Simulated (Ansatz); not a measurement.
The cluster S7⁻. The state is a doublet with charge -1. Geometry r2SCAN-D4/def2-SVPD; atoms count from 1.

```csv
atom,x (Å),y (Å),z (Å)
S1,-1.0663,-0.8595,-0.8434
S2,0.5351,-1.0053,0.4800
S3,0.7231,-2.2847,-3.3996
S4,-1.3630,2.5177,2.6538
S5,-0.2746,-0.6559,-2.8189
S6,1.1879,0.9192,1.0380
S7,0.2580,1.3685,2.8901
```

Another isomer (doublet) lies 0.30 eV lower at PBE0-D4/def2-TZVPD; other spin states weren't run for this one.

Problem. Estimate the Mulliken populations from the PBE0/def2-TZVPD orbitals of Ansatz.

Solution. 
```json
{"atom": "S1", "charge (e)": "-0.08", "spin (α − β)": "0.00"}
{"atom": "S2", "charge (e)": "-0.04", "spin (α − β)": "-0.01"}
{"atom": "S3", "charge (e)": "-0.39", "spin (α − β)": "0.34"}
{"atom": "S4", "charge (e)": "-0.39", "spin (α − β)": "0.34"}
{"atom": "S5", "charge (e)": "0.00", "spin (α − β)": "0.18"}
{"atom": "S6", "charge (e)": "-0.10", "spin (α − β)": "-0.02"}
{"atom": "S7", "charge (e)": "-0.01", "spin (α − β)": "0.16"}
```
Mulliken values and Mayer orders depend strongly on the basis. With diffuse functions, as here, like atoms can get unlike values, and bond orders can come out too low or too high.

Problem. Where does the spin sit?

Solution. Summed by element: S 1.00, of 1 unpaired in all. Largest on single atoms: S4 0.34, S3 0.34, S5 0.18.

Problem. And the Mayer bond orders between bonded heavy atoms (over 0.3)?

Solution. S1–S2 1.07 (2.08 Å); S1–S5 0.99 (2.14 Å); S2–S6 1.03 (2.11 Å); S3–S5 1.35 (2.00 Å); S4–S7 1.34 (2.00 Å); S6–S7 1.03 (2.12 Å).
